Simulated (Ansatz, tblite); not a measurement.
Cost and result up the ladder for Sn3⁺ (the lowest doublet isomer of a short search) (3 atoms). Charge 1, multiplicity 2. Geometry: B3LYP-D4/def2-SVP.

```xyz
3

Sn   -0.006    0.933    1.823
Sn   -0.587   -1.239    0.113
Sn    0.593    0.306   -1.936
```

Ansatz on 4 threads of Arm Neoverse V1 on a shared host; xTB runs through tblite on one thread. Times are rough, summed over both states, and most runs start from the orbitals of an earlier one. ωB97M-V/def2-TZVP serves as the yardstick here, not as an exact answer. The other state is a quartet at its own geometry, which has other bonds, so the gap mixes isomer and spin.

In the def2 sets Sn takes a core potential; there is no spin–orbit coupling. The xTB rows come from tblite. HSE06 is defined as in plane-wave codes, on full-range PBE exchange. Correlated methods freeze 12 core orbitals; core or outer-core shells of Sn are correlated, in sets that lack core-valence functions. The structure comes from a short search, and lower isomers may exist.

Run but left out: HF/STO-3G, HF/def2-SVP, HF/def2-TZVP, MP2/def2-SVP, MP2/def2-TZVP, CCSD/def2-SVP, CCSD(T)/def2-SVP (doublet: ⟨S²⟩ 1.67 to 1.95, where a pure state has 0.75).

Correlated methods converge slowly with the basis.

xTB has no spin-polarisation term.

```
                          level  functions  wall time  quartet − doublet (eV)  difference from ωB97M-V/def2-TZVP (eV)                                  remarks
                       GFN2-xTB         27    0.005 s                    0.77                                    0.93                                        –
                       GFN1-xTB         27    0.006 s                    0.47                                    0.63                                        –
               PBE-D4/def2-TZVP        150      5.5 s                   -0.05                                    0.10                                        –
            revPBE-D4/def2-TZVP        150        6 s                   -0.09                                    0.06                                        –
              BLYP-D4/def2-TZVP        150      6.3 s                    0.08                                    0.24                                        –
              RPA@PBE/def2-TZVP        150       14 s                   -0.01                                    0.14                                        –
             HSE06-D4/def2-TZVP        150       15 s                   -0.17                                   -0.02                                        –
              PBE0-D4/def2-TZVP        150       16 s                   -0.18                                   -0.02                                        –
               B2PLYP/def2-TZVP        150       30 s                   -0.04                                    0.11  spin-contaminated (⟨S²⟩ 0.88) (doublet)
            r2SCAN-D4/def2-TZVP        150       46 s                   -0.19                                   -0.04  spin-contaminated (⟨S²⟩ 0.87) (doublet)
ωB97M-V/def2-TZVP (with forces)        150       98 s                   -0.15                                    0.00                                        –
```
